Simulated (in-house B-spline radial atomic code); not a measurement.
## Excitations of Al+ by several methods

Full response, energies in eV; labels give the largest channel, * marks a mixed state, a dash one above the method's threshold, and an imaginary frequency an unstable closed-shell reference. Computed with an all-electron radial atomic-structure program (B-spline basis): linear response of the closed shell [Ne] 3s2 with each method's own kernel (bare exchange for TDHF, static screening on G0W0 levels for BSE, the adiabatic kernel for functionals); non-relativistic, point nucleus, no spin-orbit coupling, no double excitations, S, P, D and F terms only.

```tsv
method	3s → 3p 3P	3s → 3p 1P	3s → 4s 3S	α (bohr³)
TDHF	2.893	7.114	10.326	26.44
BSE on G0W0@HF	?	?	?	?
LDA VWN5	4.650	7.473	10.983	23.47
PBE	?	?	?	?
PBE0	4.015	7.298	10.847	24.82
B3LYP (VWN-RPA)	4.393	7.421	10.876	23.94
CAM-B3LYP	4.338	7.404	10.939	24.04
LC-wPBE	3.694	7.184	11.026	25.5
wB97X	4.579	7.352	11.029	24.46
HSE06	4.078	7.336	10.892	24.58
BHandHLYP	4.200	7.350	10.889	24.53
BLYP	4.458	7.467	10.709	23.56
PBEsol	4.197	7.366	10.763	24.25
BP86	4.223	7.403	10.960	24.03
LDA exchange-only	3.784	7.383	10.001	24.09
B97-1	4.362	7.292	10.804	24.85
RPBE	3.976	7.260	10.598	25
OLYP	3.823	7.162	10.375	25.63
```

**Question.** What does PBE give?

**Answer.** 3s → 3p 3P: 4.170; 3s → 3p 1P: 7.360; 3s → 4s 3S: 10.734; α: 24.31 (eV, bohr³).

**Question.** What does BSE on G0W0@HF give?

**Answer.** 3s → 3p 3P: 4.268; 3s → 3p 1P: 7.628; 3s → 4s 3S: 11.426; α: 23.04 (eV, bohr³).

**Question.** How do the methods fare for 3s → 3p 3P against experiment?

**Answer.** The measured term average is 4.651 eV (NIST). Among the methods with a real root, errors run from -1.76 eV (TDHF) to -0.00 eV (LDA VWN5); LDA VWN5 is closest (-0.00 eV).

**Question.** How do the methods fare for 3s → 3p 1P against experiment?

**Answer.** The measured term average is 7.421 eV (NIST). Among the methods with a real root, errors run from -0.31 eV (TDHF) to +0.21 eV (BSE on G0W0@HF); B3LYP (VWN-RPA) is closest (-0.00 eV).
